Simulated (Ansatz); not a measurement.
The cluster Si2Mo, relaxed as a singlet with RKS PBE0-D4/def2-TZVP in Ansatz, starting from the GFN2-xTB geometry. Force threshold 0.02 eV/Å.

In the def2 sets Mo takes a core potential; there is no spin–orbit coupling. The restricted singlet is unstable: a solution with broken spin symmetry lies lower. At PBE0-D4/def2-TZVP a triplet of charge 0 lies 0.66 eV below the restricted singlet, each at its own geometry. The structure comes from a short search, and lower isomers may exist.

Start:

```xyz
3

Mo   -0.6551    0.6738   -0.4759
Si    0.9242   -0.8340   -1.2856
Si   -0.2692    0.1602    1.7615
```

```
step  energy (eV)  largest force component (eV/Å)  SCF passes
   1  -17599.9890                           2.242          48
   2  -17600.6307                           0.872          33
   3  -17601.0172                           0.524          33
   4  -17601.0474                           0.768          31
   5  -17601.1169                           0.146          25
   6  -17601.1206                           0.004          27
```

Force components are those of the run's own axes.

End:

```xyz
3

Mo   -0.765    0.787   -0.556
Si    0.806   -0.746   -0.802
Si   -0.041   -0.041    1.359
```

Bonds formed: Si2–Si3 (atoms count from 1).

No frequencies were taken in this run, so the end may be a saddle point.

Hardware: 4 threads of Arm Neoverse V1 on a shared host. Wall time 7.5 s.
